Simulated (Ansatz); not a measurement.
# FH3S3Si: structure from calculated spectroscopic constants

These gas-phase data were calculated for one isomer of FH3S3Si at PBE0-D4/def2-SVP (harmonic, unscaled wavenumbers; equilibrium rotational constants with average atomic masses):

| Property | Result |
| --- | --- |
| rotational constants | 1.738, 1.737, 1.245 GHz |
| all wavenumbers above 1500 cm⁻¹ | 2702, 2702, 2701 |

Candidates:

(1) `F[Si](S)(S)S`, a singlet
(2) `F[Si@H](S)SS`, a singlet

Question: Which candidate do the data belong to?

Answer: Candidate (1). No mode falls between 2000 and 2380 cm⁻¹, where the Si–H stretch of (2) would stand.

The same quantities for all candidates:

```tsv
	rotational constants (GHz)	wavenumbers above 1500 cm⁻¹	E above the lowest, PBE0-D4/def2-SVP (kcal/mol)
(1)	1.738, 1.737, 1.245	2702, 2702, 2701	0.0
(2)	4.03, 1.041, 0.8892	2709, 2685, 2289	28.5
```

Harmonic stretches to hydrogen usually lie a few per cent above observed fundamentals. Each candidate is one conformer. Programs: Ansatz 0.2.0.
